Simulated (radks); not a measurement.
Results of a calculation; reference values are marked as such.
Dynamic dipole polarisability and lines of the scandium ion Sc10+, [Ne] 3s1. Code: a radial shooting solver on a logarithmic mesh with Libxc functionals. Model: scalar-relativistic Kohn-Sham, LB94 model potential, spin-polarised, spherical densities, finite nucleus; open shells are filled with parallel spins first; Fermi nuclear charge, rms radius of each element as measured or else 0.836 A^(1/3) + 0.57 fm. Time-dependent linear response with the Hartree and adiabatic LDA kernel, continuum included through the Sternheimer equations, no spin-orbit coupling, so fine structure and intercombination lines are absent. Lines are the poles of the dipole polarisability below minus the highest occupied eigenvalue, found on a grid refined at the orbital gaps; the lowest seven at most are given, and weak or close lines can be missed. The first line takes the name of the lowest orbital gap if no other gap lies below it; otherwise a line is named after a gap within 0.6 % of it, if that gap stands alone.

photon energy (eV)  alpha (bohr^3)
0                           0.5592
12.444                      0.7365
29.036                      -1.434
45.628                     -0.1943
62.220                    -0.06924
78.813                    -0.02442
95.405                    0.001031
112.00                     0.02688
128.59                      0.3063
145.18                    -0.02482
161.77                    0.002824
178.37                     -0.1406
194.96                    0.009592
211.55                     0.01061
228.14                    0.009256
244.73                     0.01449

Lines (eV, oscillator strength): 24.874 (49.84 nm, 3s-3p), f = 0.443; 130.39 (9.509 nm, unassigned), f = 0.191; 177.51 (6.985 nm, 3s-5p), f = 0.0596; 201.63 (6.149 nm, 3s-6p), f = 0.0274; 215.74 (5.747 nm, 3s-7p), f = 0.0152; 224.72 (5.517 nm, 3s-8p), f = 0.00937; 230.78 (5.372 nm, unassigned), f = 0.00623. Higher lines, where found, are left out when the end of the mesh affects them. Those listed give 97 % of the static polarisability (sum of f/w^2). Orbital energy gaps for comparison: 3s-3p 23.232 eV; 3s-4p 131.34 eV; 3s-5p 177.87 eV; 3s-6p 201.82 eV; 3s-7p 215.85 eV. At laser wavelengths: 1550 nm 0.5598, 1064 nm 0.5604, 780 nm 0.5614, 532 nm 0.5639, 355 nm 0.5699, 266 nm 0.5786, 193 nm 0.5972 bohr^3.
